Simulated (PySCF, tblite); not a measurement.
Calculations on `FC(F)(Br)Br`, in the order of a workflow; each names the level of the geometry that it ran on. Settings lines and outputs come from a driver script.

CBr2F2.
Bonds: F1–C2, C2–F3, C2–Br4, C2–Br5.

Step 1: GFN2-xTB geometry optimisation, gas phase (tblite 0.8.0) (from a force-field or distance-geometry start)
```json
{"job": {"kind": "relax", "xc": "GFN2-xTB", "basis": "xTB"}, "charge": 0, "multiplicity": 1}
```
```
step      E/eV     max force
  0    -537.20731    2.179
  1    -537.30780    1.158
  2    -537.33483    0.684
...
  9    -537.35063    0.030
 10    -537.35068    0.024
 11    -537.35072    0.021
 12    -537.35074    0.010
 13    -537.35075    0.004
```

Energy lowered by 3.3 kcal/mol over 13 steps; largest atomic force 0.004 eV/Å at the end. «max force» is the largest atomic force in eV/Å.

On Arm Neoverse V1, one thread, no GPU, shared host with 32 logical CPUs at a one-minute load of 18, this took under 0.1 s of wall time.

Step 2: GFN2-xTB harmonic vibrations, gas phase (tblite 0.8.0) (on the GFN2-xTB geometry)
```json
{"job": {"kind": "ir", "xc": "GFN2-xTB", "basis": "xTB"}, "charge": 0, "multiplicity": 1}
```
```
(table of modes left out)
```

9 modes from 139 to 1099 cm⁻¹ (unscaled, harmonic); zero-point energy 6.6 kcal/mol; all wavenumbers are real at this level.

Time: under 0.1 s wall. Hardware: one thread, Arm Neoverse V1 (aarch64), no GPU, shared host with 32 logical CPUs at a one-minute load of 18.

Step 3: PBE0-D3(BJ)/def2-SVP geometry optimisation, gas phase (PySCF 2.14.0) (from the GFN2-xTB geometry)
```json
{"job": {"xc": "PBE0", "basis": "def2-SVP", "d3": "d3bj", "grid": 1, "maxiter": 30, "shake": 0.01, "kind": "geom"}, "charge": 0, "multiplicity": 1}
```
```
step   0  E = -5384.45603550  max force = 0.012783
step   1  E = -5384.45509336  max force = 0.025308
step   2  E = -5384.45664365  max force = 0.008306
step   3  E = -5384.45700003  max force = 0.002337
step   4  E = -5384.45700694  max force = 0.000768
step   5  E = -5384.45700804  max force = 0.000100
optimisation converged
```

Final energy -5384.45701 Eh after 5 steps; dipole 0.40 D. Energies in Eh; «max force» is the largest Cartesian gradient component in Eh/bohr.

Time: 24 s; peak memory 0.45 GiB. Hardware: Intel Xeon Platinum 8559C, one thread, shared host with 64 logical CPUs at a one-minute load of 15.

Final geometry (PBE0-D3(BJ)/def2-SVP):
```
atom  x, y, z in Å
F1    -1.3298    0.2033   -0.3599
C2    -0.0971   -0.0031    0.0655
F3    -0.1263   -0.1487    1.3772
Br4    0.5938   -1.6217   -0.7403
Br5    0.9969    1.5296   -0.3808
```

 (This holds for the electronic-property runs.)
